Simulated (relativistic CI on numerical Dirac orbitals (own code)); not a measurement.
A reference radial Dirac CI calculation of Cd XVIII gave the lowest total energy -5475.45272 Ha in 11 SCF steps, from this input:

```
atom Cd  Z=48  charge=17  electrons=31
nucleus A=114  rms_radius_fm=4.6087
hamiltonian dirac-coulomb  breit=on  qed=on  c_scale=1
orbitals kli  potential=per-configuration
slater_scale 1
correlation none
mixing on
grid step=0.0125 r_max=8.3
scf mixing=0.4 start=green max_iterations=150 tolerance=2e-08 node_fill=0.05
configurations
  [Ar] 3d10 4s2 4p
end
```

One setting was then changed, and the output read:

```
SCF 1: [Ar] 3d10 4s2 4p
 iter      energy (Ha)   residual   last orbital (Ha)
    1     -5275.915047   4.75e+00    -25.54163
    2     -5334.516637   2.46e+00    -20.61758
    3     -5354.506251   2.13e-01    -16.35747
    4     -5354.728583   1.73e-01    -16.43038
    5     -5354.824113   3.03e-03    -16.14391
    6     -5354.824252   3.98e-04    -16.14223
    7     -5354.824280   1.38e-04    -16.14057
    8     -5354.824279   8.26e-06    -16.14072
    9     -5354.824279   3.39e-06    -16.14072
   10     -5354.824279   1.31e-08    -16.14072
orbital energies (Ha): 3s -41.6058  3p1/2 -37.8518  3p3/2 -37.8398  3d3/2 -30.9474  3d5/2 -30.9447  4s -17.5254  4p1/2 -16.1437  4p3/2 -16.1407
configuration averages (Ha): Dirac-Coulomb, Breit, QED
  4p                           -5354.824279    0.036734    1.639148
levels: no., configuration, term, J, E (cm-1), weight
   1 4p                     2P*  1/2              0.0  1.00
   2 4p                     2P*  3/2            658.1  1.00
lowest total energy -5353.150395 Ha
end: converged
```

Task: Which setting was changed?
A. speed of light
B. node fill of the KLI weights
C. charge
D. grid step

Result: A. The speed of light × 10.
